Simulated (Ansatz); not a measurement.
# From B to In: the vertical ionisation energy

Gas-phase molecules, one atom swapped for its congeners: BHF2 `FBF`; AlHF2 `[F][AlH][F]`; GaHF2 `[F][GaH][F]`; InHF2 `[F][InH][F]`. All are singlets with charge 0.

Shapes, held fixed at every level: PBE0-D4/def2-TZVP. Programs: Ansatz 0.2.0. Values in eV.

```
               level   BHF2  AlHF2  GaHF2  InHF2
r2SCAN-D4/def2-TZVPP  13.72  12.70  12.66  12.02
 B3LYP-D4/def2-TZVPP  14.05  13.02  12.99  12.36
  PBE0-D4/def2-TZVPP  14.00  12.96  12.97  12.35
  wB97M-V/def2-TZVPP  14.17  13.19  13.27  12.71
  wB97X-V/def2-TZVPP  14.18  13.19  13.30  12.74
   B2PLYP/def2-TZVPP  14.12  13.04  13.13  12.57
```

At B2PLYP/def2-TZVPP the vertical ionisation energy isn't monotonic: it is largest for B and smallest for In (14.12 and 12.57 eV). 4 of 6 levels show this order throughout; 6 agree on the largest and the smallest. For atoms past krypton def2 sets carry core potentials with scalar relativity. Relativity is left out for Ga. Outer-core shells of Ga, In are correlated, in sets that cover them unevenly.
